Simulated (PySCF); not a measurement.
H₂Cl₂Si, singlet, geometry from GFN2-xTB; DF-CAMB3LYP/aug-cc-pVDZ in PySCF.

The PySCF input:
```python
from pyscf import gto, scf, dft
import numpy

mol = gto.Mole()
mol.atom = '''
    Si   -0.029365   -0.753806    0.033461
    Cl    1.656056    0.340302    0.026833
    Cl   -1.624718    0.464142   -0.062541
    H    -0.091646   -1.506331    1.276959
    H    -0.029986   -1.615946   -1.138365
'''
mol.basis = 'aug-cc-pvdz'
mol.charge = 0
mol.spin = 0
mol.verbose = 4
mol.build()
print('smallest overlap eigenvalue', numpy.linalg.eigvalsh(mol.intor('int1e_ovlp'))[0])

mf = dft.RKS(mol)
mf.xc = 'camb3lyp'
mf = mf.density_fit(auxbasis='def2-universal-jkfit')
mf = scf.addons.remove_linear_dep_(mf, threshold=1e-2, lindep=1e-2)
mf.kernel()
mf.analyze()
```

### Question
Write the output that PySCF gives for this input, abridged.

### Answer

```
PySCF version 2.14.0

[INPUT] verbose = 4
[INPUT] num. atoms = 5
[INPUT] num. electrons = 50
[INPUT] charge = 0
[INPUT] spin (= nelec alpha-beta = 2S) = 0
[INPUT] symmetry False subgroup None
[INPUT] Mole.unit = angstrom
[INPUT] Symbol           X                Y                Z      unit          X                Y                Z       unit  Magmom
[...]
nuclear repulsion = 195.022343402999
number of shells = 34
number of NR pGTOs = 172
number of NR cGTOs = 99
basis = aug-cc-pvdz
ecp = {}
input.py:22: DeprecationWarning: remove_linear_dep_ is deprecated and will be removed in a future release. Linear dependency handling is now built into the SCF procedure by default. Linear dependency removal can be controlled using the following settings:
  pyscf.scf.hf.remove_overlap_zero_eigenvalue = True
  pyscf.scf.hf.overlap_zero_eigenvalue_threshold = 1e-6

  mf = scf.addons.remove_linear_dep_(mf, threshold=1e-2, lindep=1e-2)
smallest overlap eigenvalue 0.0005361780603174813
Applying remove_linear_dep_ on SCF object.
Using canonical orthogonalization with threshold 0.01

******** <class 'pyscf.df.df_jk.DFRKS'> ********
method = DFRKS
initial guess = minao
damping factor = 0
level_shift factor = 0
DIIS = <class 'pyscf.scf.diis.CDIIS'>
diis_start_cycle = 1
diis_space = 8
diis_damp = 0
SCF conv_tol = 1e-09
SCF conv_tol_grad = None
SCF max_cycles = 50
direct_scf = False
XC library pyscf.dft.libxc version 7.1.2
    S. Lehtola, C. Steigemann, M. J. T. Oliveira, and M. A. L. Marques,  SoftwareX 7, 1–5 (2018)
XC functionals = camb3lyp
    T. Yanai, D. P. Tew, and N. C. Handy,  Chem. Phys. Lett. 393, 51 (2004)
radial grids:
    Treutler-Ahlrichs [JCP 102, 346 (1995); DOI:10.1063/1.469408] (M4) radial grids

becke partition: Becke, JCP 88, 2547 (1988); DOI:10.1063/1.454033
pruning grids: <function nwchem_prune>
grids dens level: 3
symmetrized grids: False
atomic radii adjust function: <function treutler_atomic_radii_adjust>
small_rho_cutoff = 0
Set gradient conv threshold to 3.16228e-05
Initial guess from minao.
tot grids = 76560
******** <class 'pyscf.df.df.DF'> ********
auxbasis = def2-universal-jkfit
Create RSH-DF object <pyscf.df.df.DF object> for omega=0.33
******** <class 'pyscf.df.df.DF'> ********
auxbasis = auxmol.basis = def2-universal-jkfit
init E= -1211.45231327235
[...]
cycle= 1 E= -1211.18401735624  delta_E= 0.268  |g|= 0.327  |ddm|= 1.78
[...]
cycle= 2 E= -1211.192976359  delta_E= -0.00896  |g|= 0.294  |ddm|= 0.527
[...]
[...]
[...]
cycle= 32 E= -1211.21855752287  delta_E= -1.33e-06  |g|= 0.00346  |ddm|= 0.00125
[...]
cycle= 33 E= -1211.21855874709  delta_E= -1.22e-06  |g|= 0.00245  |ddm|= 0.00232
[...]
cycle= 34 E= -1211.2185576556  delta_E= 1.09e-06  |g|= 0.00331  |ddm|= 0.00198
[...]
cycle= 35 E= -1211.21855743364  delta_E= 2.22e-07  |g|= 0.00342  |ddm|= 0.000502
[...]
cycle= 36 E= -1211.21855791239  delta_E= -4.79e-07  |g|= 0.00324  |ddm|= 0.000862
[...]
cycle= 37 E= -1211.21855818004  delta_E= -2.68e-07  |g|= 0.00307  |ddm|= 0.0015
[...]
cycle= 38 E= -1211.21855811613  delta_E= 6.39e-08  |g|= 0.00311  |ddm|= 0.000157
[...]
cycle= 39 E= -1211.2185581191  delta_E= -2.98e-09  |g|= 0.00308  |ddm|= 0.000754
[...]
cycle= 40 E= -1211.21855933352  delta_E= -1.21e-06  |g|= 0.00244  |ddm|= 0.00222
[...]
cycle= 41 E= -1211.2185572416  delta_E= 2.09e-06  |g|= 0.00368  |ddm|= 0.00248
[...]
cycle= 42 E= -1211.21855804796  delta_E= -8.06e-07  |g|= 0.00304  |ddm|= 0.00295
[...]
cycle= 43 E= -1211.21855703875  delta_E= 1.01e-06  |g|= 0.00379  |ddm|= 0.00294
[...]
cycle= 44 E= -1211.21855680367  delta_E= 2.35e-07  |g|= 0.00389  |ddm|= 0.000464
[...]
cycle= 45 E= -1211.21855701129  delta_E= -2.08e-07  |g|= 0.00378  |ddm|= 0.000641
[...]
cycle= 46 E= -1211.21855676589  delta_E= 2.45e-07  |g|= 0.00385  |ddm|= 0.000985
[...]
cycle= 47 E= -1211.2185566904  delta_E= 7.55e-08  |g|= 0.00386  |ddm|= 0.000455
[...]
cycle= 48 E= -1211.21855661368  delta_E= 7.67e-08  |g|= 0.00383  |ddm|= 0.000554
[...]
cycle= 49 E= -1211.21855828849  delta_E= -1.67e-06  |g|= 0.00285  |ddm|= 0.00349
[...]
cycle= 50 E= -1211.21855661464  delta_E= 1.67e-06  |g|= 0.00389  |ddm|= 0.00372
SCF not converged.
SCF energy = -1211.21855661464
**** SCF Summaries ****
Total Energy =                       -1211.218556614637464
Nuclear Repulsion Energy =             195.022343402998871
One-electron Energy =                -2061.423105355236203
Two-electron Energy =                  655.182205337599839
Two-electron Coulomb Energy =          733.462809294920930
DFT Exchange-Correlation Energy =      -78.280603957321134
HOMO-LUMO gap [eV] =                    11.030513001158853
**** MO energy ****
[...]
 ** Mulliken pop on meta-lowdin orthogonal AOs  **
 ** Mulliken pop  **
 ** Mulliken atomic charges  **
charge of    0Si =      0.76727
charge of    1Cl =     -0.28148
charge of    2Cl =     -0.28148
charge of    3H =     -0.10218
charge of    4H =     -0.10213
Dipole moment(X, Y, Z, Debye): -0.04863, -1.25458,  0.05262
```

Convergence was not reached.
